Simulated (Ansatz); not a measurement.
The molecule BaN, multiplicity 4 (an upper state: multiplicity 2 came lower at CCSD(T)/def2-TZVPP on PBE0 minima). No spin–orbit coupling.

The constants come from a fifth-degree fit in 1/R (seven points, main isotopes). Runs in def2 and cc sets follow the lowest solution found near the PBE0 minimum.

The values were computed with Ansatz (an electronic-structure program) with Gaussian orbitals. Each number belongs to the level named beside it. In def2 rows elements past Kr take small-core potentials, without spin–orbit coupling.

```
level               r_e (Å)  ω_e (cm⁻¹)  B_e (cm⁻¹)  α_e (cm⁻¹)  dipole (D)
------------------  -------  ----------  ----------  ----------  ----------
PBE/def2-TZVPP        2.293         441       0.252      0.0015        3.08
PBE0/def2-TZVPP       2.288         454       0.253      0.0015        3.04
wB97X-V/def2-TZVPP    2.309         450       0.249      0.0014        2.97
CCSD/def2-TZVPP       2.324         446       0.246      0.0014           -
CCSD(T)/def2-TZVPP    2.320         447       0.246      0.0014           -
```

Correlated levels freeze the inner cores; with def2 sets outer-core shells near the valence are correlated too.
